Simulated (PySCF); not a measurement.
Isomers of C8H9 (doublet state), one GFN2-xTB conformer each. Single-point energies are computed at B3LYP/pcH-1 (PySCF, gas phase, no added dispersion term), electronic only. GFN2-xTB treats the open shell by occupation alone, and not every SCF solution was tested for stability.

Question: Rank them by B3LYP/pcH-1 energy, lowest first (kJ/mol).
A. `C1CC1=CC#C[CH]C` [radical]
B. `[H]/[C:1]=[CH:2]\[CH2:3]/[CH:4]=[CH:5]\[C:6]#[C:7][CH3:8]` (doublet state) with C1–C2–C3–C4 115°, C2–C3–C4–C5 87°
C. `[CH2:1]=[CH:2][C:3]=[CH:4][CH:5]=[C:6]1[CH2:7][CH2:8]1` (doublet state) with C3–C4–C5–C6 180°
D. `[CH2:1][C:2](=[C:3]=[CH2:4])[CH2:5][C:6]#[C:7][CH3:8]` (doublet state) with H–C1–C2–C3 -179° and 0°, C1–C2–C5–C6 -77°

Answer: A (0.0), D (17.6), C (21.3), B (66.4).

As drawn, the lowest has a three-membered ring, which the highest lacks. Neighbours under 21 kJ/mol apart (C[CH]C#CC=C1CC1 and [CH2]C(=C=C)CC#CC; [CH2]C(=C=C)CC#CC and C=C[C]=CC=C1CC1) can change places with a better method, another conformer or zero-point energy. GFN2-xTB itself gives, in the same order: 0.0, 50.2, 41.5, 117.5. Both levels put the same isomer lowest; measured from each level's own lowest isomer, the values differ by up to 51.1 kJ/mol ([H]/[C]=C\C/C=C\C#CC: 117.5 against 66.4).
